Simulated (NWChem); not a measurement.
System: SiH3Cl; SMILES [SiH3]Cl

Results from NWChem. Coordinates come from a PBE-D3(BJ)/def2-SVP optimisation. Solvent water, SMD (1 M gas to 1 M solution), gas-phase geometry. Reactions with the solvent are ignored.

Q: Predict the results for PBE0/aug-cc-pVTZ. Quantities: solvation free energy (kcal/mol); cavity-dispersion-structure term (kcal/mol); dipole in solution (D).

A: 
```
Quantity                                     Result
-------------------------------------------  ------
solvation free energy (kcal/mol)                1.0
cavity-dispersion-structure term (kcal/mol)     2.0
dipole in solution (D)                         1.82
```
